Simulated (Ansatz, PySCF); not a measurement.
Process, species as SMILES: Cl[Si](Cl)Br -> Cl[Si]Br + Cl atom (the Cl-Si bond at the site shown breaks; other sites are not compared here)
Geometries: B3LYP-D3(BJ)/def2-TZVP minima from Ansatz (a quantum-chemistry and plane-wave program). Frequencies are from Ansatz or PySCF. Unstable Hartree-Fock reference: Cl[Si]Br.
Geometry of the first species:
```xyz
4

Si    -0.6202     0.0702     0.4459
Cl    -1.6862    -1.3006    -0.6614
Cl    -1.0266     1.9626    -0.2579
Br     1.5658    -0.3497     0.2682
```
Charge 0, spin multiplicity 2.

Property: bond dissociation energy (0 K, with B3LYP-D3(BJ) harmonic zero-point energies), in eV. Valence correlation only, unless marked. UHF or UKS for open shells. No spin-orbit coupling. The frozen core is the preceding noble-gas configuration, with the filled d and f shells of earlier blocks. Non-relativistic. CBS(X,Y): correlation extrapolated as X^-3; Hartree-Fock from the larger set.

CCSD(T)/CBS(def2-TZVPP,def2-QZVPP) (Ansatz) gives 2.93 eV.

### Question
Another calculation gave 2.81 eV. Which level was it?
(A) wB97M-V/def2-TZVPD (Ansatz)
(B) r2SCAN/def2-TZVPD (Ansatz)
(C) B3LYP/def2-TZVPD (Ansatz)
(D) B97M-V/def2-TZVPD (Ansatz)

### Answer
A, wB97M-V/def2-TZVPD (Ansatz). The others give 3.20 (r2SCAN), 2.67 (B3LYP), 3.02 (B97M-V) eV.
